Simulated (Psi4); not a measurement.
allene (C$_{3}$H$_{4}$), singlet, geometry from GFN2-xTB; QCISD(T)/def2-SVP (Psi4).

The Psi4 input:
```
memory 2 GB

molecule mol {
0 1
C    -0.000000   -0.000000    0.000000
C    -0.024285   -0.007976    1.293233
C     0.024285    0.007976   -1.293233
H    -0.022800    0.905211    1.866297
H    -0.047072   -0.928159    1.854534
H     0.951478   -0.000770   -1.843280
H    -0.881606    0.023718   -1.877551
}

set {
  basis def2-svp
  reference rhf
  freeze_core true
}

energy('qcisd(t)')
print_variables()
```

### Question
Write the output that Psi4 gives for this input, abridged.

### Answer

```
   => Loading Basis Set <=

    Name: DEF2-SVP
    Role: ORBITAL
    Keyword: BASIS

         ---------------------------------------------------------
                                   SCF
               by Justin Turney, Rob Parrish, Andy Simmonett
                          and Daniel G. A. Smith
                              RHF Reference
         ---------------------------------------------------------

  ==> Geometry <==

    Molecular point group: c1
    Full point group: C1

    Geometry (in Angstrom), charge = 0, multiplicity = 1:

       Center              X                  Y                   Z               Mass
    ------------   -----------------  -----------------  -----------------  -----------------
         C           -0.000000000000    -0.000000000000    -0.000000000000    12.000000000000
         C           -0.024285000000    -0.007976000000     1.293233000000    12.000000000000
         C            0.024285000000     0.007976000000    -1.293233000000    12.000000000000
         H           -0.022800000000     0.905211000000     1.866297000000     1.007825032230
         H           -0.047072000000    -0.928159000000     1.854534000000     1.007825032230
         H            0.951478000000    -0.000770000000    -1.843280000000     1.007825032230
         H           -0.881606000000     0.023718000000    -1.877551000000     1.007825032230

  Running in c1 symmetry.

  Rotational constants: A =      4.97528  B =      0.30207  C =      0.30207 [cm^-1]
  Rotational constants: A = 149155.04764  B =   9055.83102  C =   9055.83086 [MHz]
  Nuclear repulsion =   59.703166004181647

  Charge       = 0
  Multiplicity = 1
  Electrons    = 22
  Nalpha       = 11
  Nbeta        = 11

  ==> Algorithm <==

  SCF Algorithm Type is PK.
  DIIS enabled.
  MOM disabled.
  Fractional occupation disabled.
  Guess Type is SAD.
  Energy threshold   = 1.00e-08
  Density threshold  = 1.00e-08
  Integral threshold = 1.00e-12

  ==> Primary Basis <==

  Basis Set: DEF2-SVP
    Blend: DEF2-SVP
    Number of shells: 30
    Number of basis functions: 62
    Number of Cartesian functions: 65
    Spherical Harmonics?: true
    Max angular momentum: 2

  ==> Integral Setup <==

  Using in-core PK algorithm.
   Calculation information:
      Number of atoms:                   7
      Number of AO shells:              30
      Number of primitives:             56
      Number of atomic orbitals:        65
      Number of basis functions:        62

[...]
  @RHF Final Energy:  -115.77802536504751
    Total Energy =                       -115.7780253650475117
      * MP2 total energy:                   -116.167812750634
[...]
        SS MP2.5 correlation energy:          -0.089008672068
        MP2.5 correlation energy:             -0.403800612023
      * MP2.5 total energy:                 -116.181825977071

        OS MP3 correlation energy:            -0.331018287370
        SS MP3 correlation energy:            -0.086795551091
        MP3 correlation energy:               -0.417813838461
      * MP3 total energy:                   -116.195839203508

        OS MP4(SDQ) correlation energy:       -0.338447053025
        SS MP4(SDQ) correlation energy:       -0.078994351560
        MP4(SDQ) correlation energy:          -0.423098831086
      * MP4(SDQ) total energy:              -116.201124196134

        OS QCISD correlation energy:          -0.341698449151
        SS QCISD correlation energy:          -0.083219414482
        QCISD correlation energy:             -0.424917863634
      * QCISD total energy:                 -116.202943228681

  Total time for QCISD iterations:       1.09 s (user)
                                         0.55 s (system)
                                            2 s (total)

  Time per iteration:                    0.08 s (user)
                                         0.04 s (system)
                                         0.17 s (total)

        ==> Resort (ov|vv) integrals for low-memory (T) computation <==

        *******************************************************
        *                                                     *
        *                     QCISD(T)                        *
        *                                                     *
        *******************************************************

        Using low-memory algorithm.

        num_threads:                      1
        memory requirements:        2.76 mb

        Number of abc combinations: 23426

        Computing (T) correction...

        % complete  total time
              10.0
              20.0
              30.0
              40.0
              50.0
              60.0
              70.0
              80.0
              90.0

        (T) energy                             -0.015589999377

        QCISD(T) correlation energy            -0.440507863011
      * QCISD(T) total energy                -116.218533228058

  Variable Map:
  ----------------------------------------------------------------------------
[...]
  Array Variable Map:
  ----------------------------------------------------------------------------
[...]
[...]
```
